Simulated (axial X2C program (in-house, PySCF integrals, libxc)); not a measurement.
# Curves of ClPdCl from open-shell CI on d8 s0

Computed with an axial X2C code built on PySCF integrals: two-component X2C with atomic mean-field Coulomb and Gaunt terms, basis Cl dyall-av3z, Pd dyall-v3z (cores contracted in-house). Orbitals come from Hartree–Fock averaged over the configuration Pd d8 s0; CI then distributes these electrons over the d, s shells of Pd.

Scan along the symmetric stretch (R is each bond); masses Cl 34.969 u, Pd 105.903 u, Cl 34.969 u. Energies in cm⁻¹ from the lowest point; levels are followed by energy order within each Ω. Lowest level at 2.306 Å: 100% d8.

| R (Å) | (1)Ω=2 | (1)Ω=1 | (1)Ω=0 | (1)Ω=3 | (2)Ω=0 |
| --- | --- | --- | --- | --- | --- |
| 2.145 | 3396 | 3499 | 3492 | 5210 | 5497 |
| 2.225 | 727 | 900 | 935 | 1972 | 2978 |
| 2.306 | 0 | 223 | 309 | 883 | 2394 |
| 2.398 | 913 | 1171 | 1309 | 1547 | 3445 |
| 2.490 | 3125 | 3398 | 3571 | 3612 | 5763 |
| 2.594 | 6708 | 6994 | 7194 | 7083 | 9448 |
| 2.721 | 11974 | 12247 | 12449 | 12276 | 14794 |

(1) Fit the curves (1)Ω=2, (1)Ω=1, (1)Ω=0, (1)Ω=3, (2)Ω=0 near their minima.

The 5 lowest curves are shown; the next is (2)Ω=2, from 3054 cm⁻¹.

There is no dynamic correlation: spin–orbit spacings and, for f shells, spacings inside one term are the most reliable numbers, splittings between terms come out too wide, and energies between configurations are not reliable, so the lowest level need not be the ground state of the molecule. For d shells the ligand-field splittings (σ, π, δ) and their order can be off by a thousand cm⁻¹ or more. At most 4 roots were kept for each Ω > 0 (twice that for Ω = 0) within 3.2 eV of the lowest, so higher up levels can be missing between those listed; levels with Ω > 0 are doubly degenerate and listed once, Ω = 0 levels singly. Some active spinors are only partly of the character that their shell is named for, so the shell names and counts are nominal. States that fill the shells left empty in the average are placed too high. The molecule was held linear; bending was not examined.

Results:

(1) From the open-shell CI curves, Te from the lowest:

```tsv
level	Te (cm⁻¹)	Re (Å)	ωe (cm⁻¹)
(1)Ω=2	0	2.302	326.7
(1)Ω=1	221	2.300	325.5
(1)Ω=0	304	2.297	326.3
(1)Ω=3	869	2.317	332.1
(2)Ω=0	2382	2.294	328.6
```

Without dynamic correlation distances can be off by several hundredths of an Å (long for ionic bonds, short for multiple bonds) and the wavenumbers are rough.
